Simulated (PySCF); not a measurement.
Method: PBE-D3(BJ)/def2-TZVP // PBE-D3(BJ)/def2-SVP run with PySCF. All species are isolated molecules in the gas phase. One relaxed conformer stands for a flexible species; it need not be the lowest. Excitations are Tamm–Dancoff values on a coarser integration grid. The basis has no diffuse functions, so Rydberg states are missing or too high.

Reference species (SMILES): `Bc1cc(O)co1` (neutral, multiplicity 1).

```json
{
  "brightest of the four lowest singlets (TDA)": "5.21 eV",
  "S1 oscillator strength": "0.138"
}
```

Changed species: `Bc1ccoc1O`.

Q: Predict the effect on the brightest of the four lowest singlets (TDA) and S1 oscillator strength.

A: the brightest of the four lowest singlets (TDA) goes up by 0.46 eV, to 5.67 eV; the S1 oscillator strength decreases by 0.060, to 0.078.
